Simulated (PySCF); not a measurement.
H$_{5}$AsSi, triplet, at the geometry of the source list (a higher spin typed on purpose: for a closed-shell molecule this is an excited state), with bond 4-1 at 2.4 times its length; CASSCF(2,4)/cc-pVDZ in PySCF.

The PySCF input:
```python
from pyscf import gto, scf, mcscf
import numpy

mol = gto.Mole()
mol.atom = '''
    Si   -0.82830000    0.08170000   -0.09000000
    As    1.41170000   -0.16740000   -0.65830000
    H    -1.65920000   -0.68770000   -1.02620000
    H    -1.78062000    3.46114000   -0.37296000
    H    -1.18180000   -0.35980000    1.26670000
    H     1.63660000   -1.22870000    0.38460000
    H     1.84620000    0.87210000    0.33100000
'''
mol.basis = 'cc-pvdz'
mol.spin = 2
mol.verbose = 4
mol.build()

mf = scf.ROHF(mol)
mf.kernel()
mc = mcscf.CASSCF(mf, 4, 2)
mc.fix_spin_(ss=2.0)
mc.kernel()
occ = numpy.linalg.eigvalsh(mc.fcisolver.make_rdm1(mc.ci, mc.ncas, mc.nelecas))[::-1]
ss = mc.fcisolver.spin_square(mc.ci, mc.ncas, mc.nelecas)[0]
print('natural occupations', occ.round(4), ' <S^2>', round(ss, 4))
```

What the program printed (banner, timings and long lists left out):

```
PySCF version 2.14.0

[INPUT] verbose = 4
[INPUT] num. atoms = 7
[INPUT] num. electrons = 52
[INPUT] charge = 0
[INPUT] spin (= nelec alpha-beta = 2S) = 2
[INPUT] symmetry False subgroup None
[INPUT] Mole.unit = angstrom
[INPUT] Symbol           X                Y                Z      unit          X                Y                Z       unit  Magmom
[...]
nuclear repulsion = 161.971461460337
number of shells = 26
number of NR pGTOs = 153
number of NR cGTOs = 70
basis = cc-pvdz
ecp = {}

******** <class 'pyscf.scf.rohf.ROHF'> ********
method = ROHF
initial guess = minao
damping factor = 0
level_shift factor = 0
DIIS = <class 'pyscf.scf.diis.CDIIS'>
diis_start_cycle = 1
diis_space = 8
diis_damp = 0
SCF conv_tol = 1e-09
SCF conv_tol_grad = None
SCF max_cycles = 50
direct_scf = True
direct_scf_tol = 1e-13
num. doubly occ = 25  num. singly occ = 2
Set gradient conv threshold to 3.16228e-05
init E= -2524.80506385524
[...]
cycle= 1 E= -2525.84149640245  delta_E= -1.04  |g|= 0.215  |ddm|= 1.42
[...]
cycle= 2 E= -2525.87719124632  delta_E= -0.0357  |g|= 0.0642  |ddm|= 0.327
[...]
cycle= 3 E= -2525.88069701735  delta_E= -0.00351  |g|= 0.0248  |ddm|= 0.108
[...]
cycle= 4 E= -2525.88121384061  delta_E= -0.000517  |g|= 0.0135  |ddm|= 0.0601
[...]
cycle= 5 E= -2525.88147996937  delta_E= -0.000266  |g|= 0.00444  |ddm|= 0.0291
[...]
cycle= 6 E= -2525.88151113797  delta_E= -3.12e-05  |g|= 0.00114  |ddm|= 0.0104
[...]
cycle= 7 E= -2525.88151279826  delta_E= -1.66e-06  |g|= 0.00038  |ddm|= 0.0029
[...]
cycle= 8 E= -2525.88151298744  delta_E= -1.89e-07  |g|= 0.000124  |ddm|= 0.000869
[...]
cycle= 9 E= -2525.88151300693  delta_E= -1.95e-08  |g|= 4.1e-05  |ddm|= 0.000252
[...]
cycle= 10 E= -2525.8815130091  delta_E= -2.17e-09  |g|= 1.62e-05  |ddm|= 0.00011
[...]
cycle= 11 E= -2525.88151300948  delta_E= -3.81e-10  |g|= 6.67e-06  |ddm|= 4.57e-05
[...]
Extra cycle  E= -2525.88151300951  delta_E= -3.64e-11  |g|= 4.36e-06  |ddm|= 1.75e-05
converged SCF energy = -2525.88151300951

******** <class 'pyscf.mcscf.mc1step.CASSCF'> ********
CAS (2e+0e, 4o), ncore = 25, nvir = 41
max_cycle_macro = 50
max_cycle_micro = 4
conv_tol = 1e-07
conv_tol_grad = None
orbital rotation max_stepsize = 0.02
orbital rotation threshold for CI restart = 0.01
augmented hessian ah_max_cycle = 30
augmented hessian ah_conv_tol = 1e-12
augmented hessian ah_linear dependence = 1e-14
augmented hessian ah_level shift = 1e-08
augmented hessian ah_start_tol = 2.5
augmented hessian ah_start_cycle = 3
augmented hessian ah_grad_trust_region = 3
kf_trust_region = 3
kf_interval = 4
ci_response_space = 4
ci_grad_trust_region = 3
with_dep4 0
natorb = False
canonicalization = True
sorting_mo_energy = False
ao2mo_level = 2
internal_rotation = False
******** <class 'pyscf.fci.addons.SpinPenaltyFCISolver'> ********
max. cycles = 50
conv_tol = 1e-08
davidson only = True
linear dependence = 1e-12
level shift = 0.001
max iter space = 12
nroots = 1
pspace_size = 400
spin = None
CASCI E = -2525.88151302643  S^2 = 2.0000000
Set conv_tol_grad to 0.000316228
macro iter   1 (  1 JK    1 micro), CASSCF E = -2525.88151302643  dE =  0.00000000e+00  S^2 = 2.0000000
               |grad[o]|=4.78e-06  |grad[c]|=1.38e-07  |ddm|=3.14e-16  |maxRot[o]|=    0
1-step CASSCF converged in   1 macro (  1 JK   1 micro) steps
CASSCF canonicalization
Density matrix diagonal elements [9.99999979e-01 9.99999979e-01 2.07972498e-08 2.07879254e-08]
CASSCF energy = -2525.88151302643
CASCI E = -2525.88151302643  E(CI) = -1.01965364538864  S^2 = 2.0000000
natural occupations [1. 1. 0. 0.]  <S^2> 2.0
```
